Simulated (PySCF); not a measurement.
Structure elucidation problem

Molecular formula: C7H8Cl2O. Simulated spectra:

$^{1}$H NMR (500 MHz, computed): δ 6.27 (m, 1H), 5.38 (m, 1H), 5.37 (m, 1H), 2.42 (q, 2H), 1.19 (t, 3H).

$^{13}$C{$^{1}$H} NMR (computed): δ 167.0 (C), 140.3 (C), 136.6 (C), 124.9 (CH), 115.9 (CH2), 32.6 (CH2), 14.8 (CH3).

[PySCF 2.14.0 with density-fitted response routines: σ from GIAO-KT2/pcSseg-1; coordinates at the PBE0-D3(BJ)/def2-SVP level; relativity neglected; gas phase; equivalent nuclei averaged; one computed conformer]

Chemical shifts δ = σref − σ; $^{1}$H (σ = 31.18 ppm), $^{13}$C (σ = 183.22 ppm) against TMS, all at this level.

**Question.** What is the structure?

**Answer.** 
Rings plus π bonds: 3 (no ring in the answer). 7 carbon signals for 7 carbons: no two carbons are equivalent. Carbon types of the structure: 3 × C, 1 × CH, 2 × CH2, 1 × CH3, which accounts for all hydrogens. δC 167.0: carbonyl carbon. δC 140.3: β carbon of a C=C–C=O unit; conjugation with the carbonyl draws π density from the β position. δC 136.6: α carbon of a C=C–C=O unit; as expected for a trigonal carbon in a double bond. δC 124.9: alkene CH; the olefinic region. δC 115.9: terminal =CH2 carbon; an sp2 carbon of a C=C bond. δC 32.6: allylic sp3 CH2; saturated and bonded to C and H only. δH 6.27: hydrogen on an alkene CH; olefinic region.

These data were computed for SMILES C=C/C(C(=O)Cl)=C(/Cl)CC.

This is the structure that produced the data.

Carbons that carry Cl, above all several Cl atoms, come out too deshielded, partly because spin–orbit coupling is missing. Shifts are as computed. Against solution values, carbons near 30 ppm lie about +2 ppm off and those near 130 ppm about -5 ppm. Of 1309 compounds with measured shifts, 239 miss one by over three times the rms of a fit or turn the order of signals round; such compounds aren't used in these exercises. Multiplicities follow the n + 1 count of equivalent neighbours, as no J values were calculated; m marks all less simple cases, F and P coupling included.
